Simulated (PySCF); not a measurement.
A single conformation, non-relativistic Hamiltonian, gas phase, equivalent nuclei averaged. Shielding tensors at PBE0/pcSseg-1 (GIAO); structure optimised with GFN2-xTB; PySCF 2.14.

Referencing at the same level of theory: 1H (31.72 ppm), 13C (186.93 ppm) against TMS. Acid and N–H amide carbonyl carbons lie up to 10 ppm further downfield in solution (hydrogen bonding). Shifts are as computed. Against solution values, carbons near 30 ppm lie about +3 ppm off and those near 130 ppm about +5 ppm; carbons on Cl a further +6 ppm. Of 1211 compounds with measured shifts, 218 miss one by over three times the rms of a fit or turn the order of signals round; such compounds aren't used in these exercises. Carbons bonded to Cl come out too deshielded. OH and NH positions are gas-phase values without hydrogen bonding to other molecules.

Q: Order these molecules by the shift of their most deshielded carbon, lowest δ first.
A. CC(C)=COC(F)F
B. Cc1cpcc(F)p1
C. N#C[Si]1(C(=O)O)[SiH2]C[SiH2]1
D. C#CC1=C(F)N(C)CC1

A: A (140.5 ppm, alkene carbon bearing oxygen), D (175.1 ppm, alkene carbon bearing nitrogen), C (185.3 ppm, carbonyl carbon), B (209.8 ppm, aromatic carbon bearing fluorine).

Q: Order these molecules by the shift of their most shielded carbon-bound hydrogen, lowest δ first.
A. N#C[Si]1(C(=O)O)[SiH2]C[SiH2]1
B. CC(C)=COC(F)F
C. C=C/C(=C/C)C(=O)Cl
D. Clc1ccc(-n2cnnc2)cc1
E. C=C[C@@H]1C[C@@H]1C(=O)Cl
F. C#CC1=C(F)N(C)CC1

A: A (0.94 ppm, hydrogen on an sp3 CH2 bonded to 2 Si), E (1.38 ppm, hydrogen on a three-membered-ring carbon), B (1.72 ppm, hydrogen on an allylic methyl carbon), C (2.10 ppm, hydrogen on an allylic methyl carbon), F (2.66 ppm, hydrogen on a methyl carbon bonded to N), D (7.61 ppm, hydrogen on an aromatic CH).

Q: How many 13C and 1H signals does each give (equivalence by symmetry and fast rotation, but not about amide C–N or C=N bonds)? `Cc1cpcc(F)p1`, `Clc1ccc(-n2cnnc2)cc1`, `CC(C)=COC(F)F`, `C#CC1=C(F)N(C)CC1`, `C=C/C(=C/C)C(=O)Cl`, `N#C[Si]1(C(=O)O)[SiH2]C[SiH2]1`, `C=C[C@@H]1C[C@@H]1C(=O)Cl`

A: Cc1cpcc(F)p1: 5 C, 3 H; Clc1ccc(-n2cnnc2)cc1: 5 C, 3 H; CC(C)=COC(F)F: 5 C, 4 H; C#CC1=C(F)N(C)CC1: 7 C, 4 H; C=C/C(=C/C)C(=O)Cl: 6 C, 5 H; N#C[Si]1(C(=O)O)[SiH2]C[SiH2]1: 3 C, 5 H; C=C[C@@H]1C[C@@H]1C(=O)Cl: 6 C, 7 H.
